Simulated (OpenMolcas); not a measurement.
**S I: effect of the level shift or regulariser**

```
Program             : OpenMolcas 26.06
Basis               : ANO-RCC-VQZP [6s5p3d2f1g]
Scalar Hamiltonian  : DKH2, point nucleus
Active space        : 6 electrons in 9 orbitals (RAS2 3s 3p; RAS3 3d, at most 2 electrons)
State averaging     : 2S+1 = 3 even, 3 roots; 2S+1 = 1 even, 6 roots; 2S+1 = 3 odd, 3 roots
Spin-orbit coupling : RASSI with atomic mean-field integrals over the reference wave functions, term energies averaged over their components
```

Methods on the same reference wave functions:
A. RASSCF
B. SS-RASPT2, IPEA 0.25 Eh, imaginary shift 0.1 Eh (closed shells correlated: 2s 2p)
C. SS-RASPT2, IPEA 0.25 Eh, sigma2 regulariser 0.3 Eh (closed shells correlated: 2s 2p)

Energies in cm⁻¹ above 3s² 3p⁴ ³P₂, the measured ground level; measured values from NIST Handbook of Basic Atomic Spectroscopic Data.

```tsv
Level	A	B	C	Measured
3s² 3p⁴ ³P₂	0.0	0.0	0.0	0.0
3s² 3p⁴ ³P₁	359	360	360	396
3s² 3p⁴ ³P₀	525	525	525	574
3s² 3p⁴ ¹D₂	10959	9260	9250	9239
3s² 3p⁴ ¹S₀	23955	22190	22180	22180
3s 3p⁵ ³P°₂	74420	74280	74360	72023
3s 3p⁵ ³P°₁	74755	74620	74690	72382
3s 3p⁵ ³P°₀	74922	74780	74860	72572
```

Deviations, from unrounded energies. A percentage is the sum of absolute deviations over the sum of measured energies, with the sign that they share, or ± where signs differ.

```tsv
Against measurement	Levels	A	B	C
mean absolute deviation (cm-1)	7	1500	970	1000
fine structure of the ground term (%)	2	-8.9	-8.8	-8.8
other terms of the ground configuration (%)	2	+11.1	+0.1	+0.1
other configurations (%)	3	+3.3	+3.1	+3.2
```

B, C lie about equally close to measurement and A furthest from it. The largest miss of B in the table is 3s 3p⁵ ³P°₂, by +2300 cm-1. The ranking rests on the paired levels alone, and a cruder setting can come out closer through cancelling errors.

Between B and C the level of the table that moves most is 3s 3p⁵ ³P°₀, by 73 cm-1 (lowest in B, highest in C). Moves below CASPT2's spread within the term are not significant.

From A to B the spin-free energies of the other terms of 3s² 3p⁴ shown, above ³P, scale by factors of 0.84 to 0.93.

The lowest spin-free term lies below A's lowest term by 0.107 hartree in B, 0.107 hartree in C.

Term energies are means over components that CASPT2 splits; among the terms shown or strongly mixed into the levels shown the widest spread is 22 cm-1 (3s² 3p⁴ ¹D, B). Active for correlation alone: 3d; no level in the range computed is led by a configuration that fills it, so any true level of that kind is missing. Some terms mix strongly with configurations of 3d, whose occupation reaches 0.33 (3s 3p⁵ ³P°). Without dynamic correlation excited terms often stand tens of per cent too high (terms of higher spin than the ground term too low), and those without a measured partner can miss by more than the paired ones (holds for A). Measured partners are found by configuration, term and J. A level has none where our copy of the source lacks it or the pairing is in doubt (some pairs that miss far off the trend of their configuration count as doubtful), and it then counts in no deviation. Levels of configurations outside the active space are missing.

° marks odd parity.
